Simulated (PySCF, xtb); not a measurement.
Si(Cl)(Br)(NH2)2 (BrClH4N2Si), SMILES N[Si](N)(Cl)Br.

GFN2-xTB in xtb 6.7.1 at its own geometry gives an orbital gap of 6.77 eV and a dipole moment of 5.63 D.

Coordinates come from a PBE0-D3(BJ)/def2-SVP optimisation. The structure was generated by enumeration, and PubChem lists no compound with its InChIKey, so it may never have been made. One conformer was computed; it need not be the lowest.

Task: What does CAM-B3LYP/def2-TZVP in PySCF give? (Estimate from the structure and the level; the computed values follow.)

Result: gap 10.53 eV (levels -9.26 and 1.27 eV), dipole 2.39 D.
